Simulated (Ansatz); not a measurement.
Z-matrix (Å, degrees):
```
Si
H 1 1.4862
H 1 1.4866 2 109.28
H 1 1.4885 2 108.66 3 -118.27
Al 1 2.4308 2 110.65 4 -119.96
F 5 1.6435 1 121.68 2 25.32
F 5 1.6435 6 116.99 1 -179.20
```
Charge 0, spin multiplicity 1.

All values below come from Ansatz (a program for electronic structure) with frozen-core CCSD(T)/cc-pVTZ // PBE0-D4/def2-TZVP.

```
Quantity                        Value
----------------------  -------------
HF energy               -731.72999 Ha
MP2 correlation energy    -0.70541 Ha
```

Estimate the CCSD correlation energy, the (T) correction, the total energy and the T1 diagnostic.


```yaml
CCSD correlation energy: -0.73183 Ha
"(T) correction": -0.02142 Ha
CCSD(T) total energy: -732.48324 Ha
T1 diagnostic: 0.014
```
